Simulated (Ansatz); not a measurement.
Basis-set extrapolation for `[OH][Al-]([OH])([OH])[OH+][SiH3]` (PBE0-D4/def2-TZVP geometry, frozen core, Ansatz 0.2.0). Multiplicity 1, RHF reference.

|  | def2-TZVPP | def2-QZVPP |
| --- | --- | --- |
| HF | -834.788552 | -834.820871 |
| MP2 correlation | -1.191259 | -1.288069 |
| CCSD(T) correlation | -1.262225 | not run |

Energies in hartree. Use E(X) = E(∞) + A·exp(−7.88·√X) for Hartree–Fock and E(X) = E(∞) + B·X^(−2.97) for correlation, with X = 3 and 4, and add CCSD(T) minus MP2 of the smaller set to the MP2 limit.

Q: What is the CCSD(T) energy at the basis-set limit?

A: HF limit: -834.820871 + (-0.032319) × 0.13774 = -834.82532. MP2 limit: -1.288069 + (-0.096810) × 0.74074 = -1.35978. Higher-order term: -1.262225 − (-1.191259) = -0.07097. Total: -836.25607 hartree, 539.0 kJ/mol below CCSD(T)/def2-TZVPP.
